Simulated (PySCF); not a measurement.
Exercise with solution: entropy of an ideal gas

ZrF₃Cl, SMILES [F][Zr]([F])([F])[Cl], multiplicity 1.

The structure is a stationary point at PBE-D3(BJ)/def2-SVP. The spin state was assumed, not searched. The structure was generated by enumeration; whether it is a known compound was not checked. The def2 effective core potentials stand for the cores of Zr; spin–orbit coupling is left out.

PBE-D3(BJ)/def2-SVP (PySCF) gives the harmonic wavenumbers 123, 123, 159, 159, 160, 405, 673, 692, 692 cm⁻¹ and the rotational temperatures 0.1330, 0.0808, 0.0808 K. The molar mass is 183.67 g/mol, the symmetry number 3, the spin multiplicity 1.

Work out the entropy at 298.15 K and 1 atm in the rigid-rotor, harmonic-oscillator model.


Translation (Sackur–Tetrode at 1 atm): S = R[1.5 ln M + 2.5 ln T − 1.16487] = 173.8 J/(mol K).
Rotation: q = (√π/σ) T^1.5/√(θA θB θC) = 103000, S = R[ln q + 3/2] = 108.5 J/(mol K).
Vibration: with u = 1.4388 ν/T, each mode gives R[u/(e^u − 1) − ln(1 − e^−u)]:
| ν (cm⁻¹) | modes | u | S (J/(mol K)) |
|---|---|---|---|
| 123 | 2 | 0.59 | 25.54 |
| 159 | 2 | 0.77 | 21.44 |
| 160 | 1 | 0.77 | 10.67 |
| 405 | 1 | 1.95 | 3.95 |
| 673 | 1 | 3.25 | 1.42 |
| 692 | 2 | 3.34 | 2.64 |
These are all the modes. Sum 65.7 J/(mol K).
Spin: R ln 1 = 0.0 J/(mol K).
Total 347.9 J/(mol K); the program's own thermochemistry gives 347.9. Translation makes up 50 % and vibration 19 %. Anharmonicity, hindered rotation and orbital degeneracy are left out.
